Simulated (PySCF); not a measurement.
[MnF6]2-: Mn(IV) (d3), charge -2. The structure is a PBE0-D3(BJ)/def2-SVP, IEF-PCM water geometry optimised for multiplicity 4; coordination octahedral, point group Oh, metal–donor distances 1.80 Å.

```
7

Mn    0.0000    0.0000    0.0000
F     1.8000    0.0000    0.0000
F    -1.8000    0.0000    0.0000
F     0.0000    1.8000    0.0000
F     0.0000   -1.8000    0.0000
F     0.0000    0.0000    1.8000
F     0.0000    0.0000   -1.8000
```

Method (PySCF 2.14, density fitting): CASSCF(3,5) with orbitals averaged over all microstates of the shell, strongly contracted NEVPT2 on the averaged canonical orbitals; basis x2c-TZVPall on the metal, x2c-SVPall elsewhere; spin-free X2C; IEF-PCM water; spin-orbit coupling by state interaction with the mean-field operator over all roots.

(1) Which term lies lowest, and with what spin?

(2) Where do the spin-allowed transitions within the shell lie?

(3) Which is the lowest state of another spin?

(4) What ligand-field parameters describe the result?

(5) What are the magnetic parameters?

No frequencies were computed for the optimised geometry. Charge-transfer states lie outside this active space and may come lower than some of these levels. NEVPT2 lifts 4T2g from 21344 to 27062 cm⁻¹; on the d shell alone it tends to overshoot states that fill the eg-type orbitals. An active orbital has only 0.74 squared overlap with the free ion's shell, so the metal shell alone is a small active space here. NEVPT2 on the d shell alone tends to put d–d bands too high for such charged or covalently bound ions.

The job took 11 s on one thread of Arm Neoverse V1 (shared host), with 132 basis functions and a peak of 0.52 GiB, launched as `OMP_NUM_THREADS=1 python lf_run.py task.json out`.

Results:

(1) 4A2g (S = 3/2, orbital degeneracy 1), with 3.0 electrons in the lower (t2g-type) set and 0.0 in the upper (eg-type) set, by NEVPT2.

(2) By NEVPT2: 4T2g at 27062 cm⁻¹ (370 nm); 4T1g at 36268 cm⁻¹ (276 nm); 4T1g at 56647 cm⁻¹. All are electric-dipole forbidden at this geometry.

(3) 2Eg at 19274 cm⁻¹ by NEVPT2; CASSCF alone puts it at 20831 cm⁻¹ above the same ground state.

(4) At CASSCF level (the NEVPT2 levels don't fit a ligand-field model well): orbital energies 0, 0, 0, 20678, 20678 cm⁻¹; 10Dq = 20678 cm⁻¹; B = 1068 cm⁻¹; C = 4068 cm⁻¹; B over its free-ion value at the same level 0.803; rms of the fit 456 cm⁻¹; ζ = 348 cm⁻¹ (free ion 412).

(5) The ground multiplet follows a spin Hamiltonian with S = 3/2, g = 1.976, 1.976, 1.976, D = 0 (spin-orbit part alone); the lowest levels hold 100 % of the spin-free ground state. μeff is 3.84 μB at 300 K and 3.83 μB at 10 K; the spin-only value is 3.88 μB.
